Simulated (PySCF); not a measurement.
# Electron correlation in F+ (fluorine, charge +1)

[He] 2s2 2p4, high-spin 3P determinant. All numbers are calculated (PySCF 2.14, the spin-free X2C one-electron Hamiltonian (Gaussian nucleus), in jorge-DZP-DKH (4s2p1d, 15 functions)). Frozen: 1s2; 6 electrons correlated.

MP2 pair energies summed by pair of shells (mhartree):

```
 pair  energy  share (%)
2s-2p  -42.08       46.6
2p-2p  -40.64       45.0
2s-2s   -7.66        8.5
```

Total MP2 correlation energy: -90.38 mhartree.

Same-spin part -21.32 and opposite-spin part -69.06 mhartree; SCS-MP2 scales them by 1/3 and 6/5 to -89.98 mhartree.

```tsv
level	correlation energy (mhartree)
CCSD	-103.46
(T)	-0.88
CCSD(T)	-104.34
```

Diagnostics: T1 = 0.0045, D1 = 0.0078, largest double amplitude 0.037.

Cost of the coupled-cluster step: 0.05 s of wall time on 1 thread of Intel(R) Xeon(R) 6975P-C (shared host), for 6 correlated electrons.
